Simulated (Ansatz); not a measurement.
Rb3⁺. The state is a triplet with charge 1. Geometry B3LYP/def2-TZVP, that of the neutral doublet.

```xyz
3

Rb    0.722    3.172    1.781
Rb   -2.300   -2.684   -1.121
Rb    1.578   -0.488   -0.660
```

In the def2 sets Rb takes a core potential; there is no spin–orbit coupling. At PBE0/def2-TZVP a singlet of charge 1 lies 0.31 eV below the triplet at the same geometry. The structure comes from a short search, and lower isomers may exist.

Question: Estimate the α-spin orbital energies around the gap (eV) in Ansatz with PBE/def2-TZVP, r2SCAN/def2-TZVP, PBE0/def2-TZVP.

Answer: 
```
orbital  PBE/def2-TZVP  r2SCAN/def2-TZVP  PBE0/def2-TZVP
 HOMO−5         -19.13            -19.65          -20.83
 HOMO−4         -19.13            -19.65          -20.83
 HOMO−3         -19.12            -19.62          -20.81
 HOMO−2         -19.11            -19.60          -20.80
 HOMO−1          -6.01             -6.00           -6.52
   HOMO          -5.19             -5.13           -5.55
   LUMO          -4.28             -4.02           -3.81
 LUMO+1          -3.91             -3.80           -3.48
 LUMO+2          -3.91             -3.75           -3.47
 LUMO+3          -3.51             -3.29           -3.06
 LUMO+4          -3.35             -3.21           -2.90
 LUMO+5          -2.95             -2.72           -2.50
 β HOMO         -19.02            -19.56          -20.72
 β LUMO          -5.33             -4.46           -4.68
```
